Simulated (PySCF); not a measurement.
**Ca: excitation energy**

Ca [Ar] 4s2 (1S) → Ca [Ar] 4p2 (3P), as a difference of total energies. Computed with PySCF 2.14 in def2-QZVPPD, with no relativity, point nucleus. Correlated levels: valence: [Ar] frozen. The calculations carry no spin-orbit coupling.

```
           method  excitation energy (cm⁻¹)
              UHF                     33243
    MP2 (valence)                     36688
SCS-MP2 (valence)                     38242
   CCSD (valence)                     36562
```

These non-relativistic numbers lack the scalar-relativistic shift.

Errors of the correlated levels include the incompleteness of this basis and the frozen core.

With two correlated electrons CCSD is exact in that space.

The coupled-cluster amplitudes are large for the upper state (T1 above 0.03 or a double amplitude above 0.15), so a single reference is strained.

For comparison: 38508 cm⁻¹ (measured; NIST levels, between the centres of gravity of the two terms).
